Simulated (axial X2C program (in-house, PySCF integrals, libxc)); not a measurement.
## GeF⁺ along the bond: HF, two-component

Computed with an in-house relativistic program for diatomic molecules. Two-component (2c) means X2C with spin–orbit coupling and atomic mean-field two-electron Coulomb and Gaunt terms. Basis: Ge dyall-cv3z [9s9p7d4f1g], F dyall-av3z [7s6p3d2f] (cores contracted in-house); Gaussian nuclei, density fitting, unrestricted open shells. Masses: Ge 73.921 u, F 18.998 u.

State: Ω = 0 (closed shell). Dipoles are positive if F is the positive end and refer to the centre of mass.

```tsv
R (Å)	μ (D)	HOMO (eV)	LUMO (eV)
1.458	-1.715	-20.37	-6.05
1.525	-2.149	-20.55	-6.24
1.575	-2.481	-20.68	-6.38
1.626	-2.819	-20.78	-6.52
1.676	-3.160	-20.86	-6.65
1.735	-3.562	-20.93	-6.81
1.793	-3.965	-20.95	-6.96
1.869	-4.481	-20.90	-7.15
1.961	-5.106	-20.72	-7.36
2.095	-5.988	-20.24	-7.65
```

The minimum lies at 1.647 Å. What is the dipole moment there?

At HF, 2c, with the sign and origin stated: μ = -2.97 D.

The state is one determinant whose occupation by symmetry is held fixed; it was picked as the lowest of a PBE0 search that is not exhaustive. Closed shells are restricted here (equal orbitals for both partners); the stretched side of such a curve lies too high.
